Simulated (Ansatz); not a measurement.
Isomers of Al₃Ga⁻ (doublet), found by a short tight-binding search and relaxed with PBE0-D4/def2-SVPD in Ansatz.

B3LYP takes the VWN-RPA correlation.

Run but left out: HF/def2-TZVPD, MP2/def2-TZVPD, CCSD/def2-TZVPD, CCSD(T)/def2-TZVPD (A: ⟨S²⟩ 2.03, where a pure state has 0.75).

A: At BLYP-D4/def2-TZVPD the highest occupied level of the charge -1 doublet lies above zero (up to 0.21 eV). By energy differences its removal costs 2.14 eV (vertical, to the charge 0 triplet, at PBE0-D4/def2-TZVPD). B: At BLYP-D4/def2-TZVPD the highest occupied level of the charge -1 doublet lies above zero (up to 0.20 eV). It is a level of β spin, whose loss leaves a triplet; that state wasn't run at this geometry and level. The electron is either unbound and held by the finite basis, or the level is raised by self-interaction error.

Other spin states were run for one of them alone.

A:

```xyz
4

Al   -0.0218   -1.2353    0.9692
Al   -1.9670    0.2515    0.2581
Al    0.0380    1.2331   -0.9712
Ga    1.9509   -0.2494   -0.2561
```

B:

```xyz
4

Al   -0.096    0.863   -1.299
Al   -1.971    0.190    0.300
Al    1.973   -0.217   -0.264
Ga    0.094   -0.836    1.263
```

**Question.** Estimate which lies lowest at each level, and how far above it the others are (kcal/mol).

**Answer.** 
| level | A | B |
| --- | --- | --- |
| PBE-D4/def2-TZVPD | 0.0 | 0.7 |
| BLYP-D4/def2-TZVPD | 0.0 | 0.6 |
| r2SCAN-D4/def2-TZVPD | 0.0 | 0.2 |
| B3LYP-D4/def2-TZVPD | 0.0 | 0.3 |
| PBE0-D4/def2-TZVPD | 0.0 | 0.3 |
Point groups (tolerance 0.1 Å): A C2v, B C2v. A and B have the same bonds, so they are conformers or stereoisomers. Lower isomers may exist.
